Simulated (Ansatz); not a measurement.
The cluster Li7O3⁺, relaxed as a singlet with RKS PBE-D4/def2-SVP in Ansatz, starting from the GFN1-xTB geometry. Force threshold 0.02 eV/Å.

The structure comes from a short search, and lower isomers may exist.

Start:

```xyz
10

Li   -0.325   -0.708    1.409
Li   -1.251    0.726   -0.605
Li    0.279   -1.293   -0.644
Li    2.748   -1.267    1.371
Li   -2.829   -1.746   -0.131
Li    0.122    3.257   -1.421
Li    1.255    0.931    0.077
O     1.370   -0.739    0.737
O     0.062    1.804   -0.771
O    -1.430   -0.966   -0.021
```

**Question.** Estimate the energy that the relaxation releases and the steps that it takes.

**Answer.** 11.1 kcal/mol, in 12 steps; 20 s on 4 threads of Arm Neoverse V1 on a shared host. The force fell under the threshold at step 10, but the optimiser went on. No frequencies were taken in this run, so the end may be a saddle point.

**Question.** Does the start keep its bonding and symmetry?

**Answer.** Bonds formed: Li3–O9 (atoms count from 1). Point group Cs at the start, C3v at the end, both within 0.05 Å.

**Question.** Predict the relaxed structure.

**Answer.** 
```xyz
10

Li   -0.271   -1.130    1.350
Li   -1.508    0.926   -0.206
Li    0.221   -0.392   -0.695
Li    2.797   -1.440    1.175
Li   -2.749   -1.901   -0.325
Li    0.303    2.716   -1.954
Li    1.246    1.155    0.539
O     1.383   -0.618    0.843
O     0.085    1.542   -0.787
O    -1.505   -0.858    0.062
```
Bond lengths (bridged metal pairs left out): 12 × Li–O 1.67 to 1.94 Å.
